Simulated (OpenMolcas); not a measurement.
Ni3+ with 6 ligands (fluoride) in tetragonal octahedral coordination (D4h) at 1.91 Å, the axial distance 1.872 Å. A charge of +0.5 e stands 3.2 Å behind each ligand. Ligand basis ANO-RCC-VDZP.

```
Program             : OpenMolcas 26.06
Method              : SS-CASPT2, IPEA 0.25 Eh, imaginary shift 0.1 Eh (closed shells correlated: 3s 3p and the ligand valence shells)
Basis               : ANO-RCC-VDZP [5s4p2d1f]
Scalar Hamiltonian  : DKH2, point nucleus
Active space        : 7 electrons in 5 orbitals (3d)
State averaging     : 2S+1 = 4 even, 10 roots; 2S+1 = 2 even, 40 roots
Spin-orbit coupling : state interaction with AMFI integrals over the reference wave functions
```

Problem. What is the spin-free ground state (labels of D4, the rotations of D4h)?

Solution. 4E, 2-fold in its orbital part; it has the highest spin that d7 allows.

Problem. Where is the first state of the same spin?

Solution. 4A2 at 402 cm-1 above the ground state. The two act as a nearly degenerate pair, with unquenched orbital momentum.

Problem. What are the lowest two levels with spin-orbit coupling?

Solution. A 2-fold level E1/2 with g = 3.32, 3.32, 6.21, then a 2-fold level E1/2 430 cm-1 above it. Their leading multiplicities are 4 (100 %) and 4 (99 %).

Problem. What is χT at 300 K, and how does it compare with the textbook value?

Solution. The lowest level has 2S+1 = 4, for which the spin-only value is χT = S(S+1) / 2 = 1.875 cm3 K/mol (g = 2). The computed 3.242 at 300 K differs by +1.367, through orbital momentum, spin-orbit coupling and any other state in reach.

Over all roots computed the reference weight is 0.58 to 0.72; the roots of lowest weight are the least certain, and an intruder state may touch them. An orbital doublet at a regular site is open to a Jahn-Teller distortion, which this geometry leaves out. This shell can be high or low spin here, a state of another spin lies low, and with metal d orbitals alone active their balance is uncertain, so the ground spin may be wrong. A single d shell leaves out the double-shell effect, which counts most for late 3d ions, where the CASPT2 field can be off either way by tens of per cent. Ligand-to-metal charge-transfer states are missing. With no ligand orbital active B as a rule stays too high, so bands that hang on it stand too high and its fall with covalency is understated. With one d shell and no ligand orbital active, 10Dq can be off by a tenth or more. No measured value stands beside these numbers; the geometry was imposed, not optimised, and the real ion may take another.
